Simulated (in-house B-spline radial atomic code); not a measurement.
Inner levels of hafnium as electrons are removed. A shift is the extra binding of the orbital against the neutral atom ([Xe] 4f14 5d3/2(2) 6s2). The density at the nucleus is averaged over the nuclear charge. Computed with an all-electron radial atomic-structure program (B-spline basis): Dirac-Hartree-Fock, jj configuration that fills j = l - 1/2 first, finite nuclei.

A number in brackets counts the electrons of a j subshell.

| ion | configuration | shift of 3d3/2 (eV) | shift of 3p3/2 (eV) | shift of 2s1/2 (eV) | radius of 3d3/2 (bohr) | radius of 3p3/2 (bohr) | radius of 2s1/2 (bohr) | Σ<r²> (bohr²) | change of density at nucleus (bohr⁻³) |
| --- | --- | --- | --- | --- | --- | --- | --- | --- | --- |
| Hf37+ | [Ar] 3d10 4s2 4p1/2(2) 4p3/2(3) | 1557.24 | 1545.75 | 1608.75 | 0.18273 | 0.20851 | 0.079641 | 2.2771 | 2187.13 |
| Hf38+ | [Ar] 3d10 4s2 4p1/2(2) 4p3/2(2) | ? | ? | ? | ? | ? | ? | ? | ? |
| Hf39+ | [Ar] 3d10 4s2 4p1/2(2) 4p3/2(1) | 1692.07 | 1675.56 | 1755.57 | 0.18215 | 0.20804 | 0.079609 | 1.8198 | 2737.16 |
| Hf40+ | [Ar] 3d10 4s2 4p1/2(2) | ? | ? | ? | ? | ? | ? | ? | ? |
| Hf41+ | [Ar] 3d10 4s2 4p1/2(1) | 1831.59 | 1811.53 | 1908.96 | 0.18153 | 0.20748 | 0.079571 | 1.3995 | 3025.11 |
| Hf42+ | [Ar] 3d10 4s2 | 1903.36 | 1882.32 | 1988.55 | 0.18119 | 0.20715 | 0.07955 | 1.2048 | 3026.74 |
| Hf43+ | [Ar] 3d10 4s1 | ? | ? | ? | ? | ? | ? | ? | ? |
| Hf44+ | [Ar] 3d10 | 2048.09 | 2023.14 | 2144.19 | 0.18056 | 0.20653 | 0.079539 | 0.82251 | -6596.02 |
| Hf45+ | [Ar] 3d3/2(4) 3d5/2(5) | 2172.76 | 2133.61 | 2293.46 | 0.17911 | 0.20533 | 0.079488 | 0.77257 | -6082.37 |
| Hf46+ | [Ar] 3d3/2(4) 3d5/2(4) | 2299 | 2245.32 | 2444.78 | 0.17768 | 0.20414 | 0.079435 | 0.72419 | -5557.31 |
| Hf47+ | [Ar] 3d3/2(4) 3d5/2(3) | 2426.79 | 2358.25 | 2598.14 | 0.17628 | 0.20296 | 0.07938 | 0.6773 | -5020.8 |
| Hf48+ | [Ar] 3d3/2(4) 3d5/2(2) | 2556.14 | 2472.43 | 2753.53 | 0.1749 | 0.20178 | 0.079323 | 0.63185 | -4472.84 |

(1) Fill in the row of Hf38+.

(2) Fill in the row of Hf40+.

(3) Fill in the row of Hf43+.

## Answers

(1) shift of 3d3/2 (eV): 1624.3; shift of 3p3/2 (eV): 1610.34; shift of 2s1/2 (eV): 1681.72; radius of 3d3/2 (bohr): 0.18244; radius of 3p3/2 (bohr): 0.20828; radius of 2s1/2 (bohr): 0.079625; Σ<r²> (bohr²): 2.0459; change of density at nucleus (bohr⁻³): 2459.5.

(2) shift of 3d3/2 (eV): 1760.55; shift of 3p3/2 (eV): 1741.44; shift of 2s1/2 (eV): 1830.3; radius of 3d3/2 (bohr): 0.18186; radius of 3p3/2 (bohr): 0.2078; radius of 2s1/2 (bohr): 0.079592; Σ<r²> (bohr²): 1.5988; change of density at nucleus (bohr⁻³): 3020.14.

(3) shift of 3d3/2 (eV): 1975.4; shift of 3p3/2 (eV): 1952.43; shift of 2s1/2 (eV): 2065.99; radius of 3d3/2 (bohr): 0.18088; radius of 3p3/2 (bohr): 0.20684; radius of 2s1/2 (bohr): 0.079546; Σ<r²> (bohr²): 1.0117; change of density at nucleus (bohr⁻³): -1720.79.
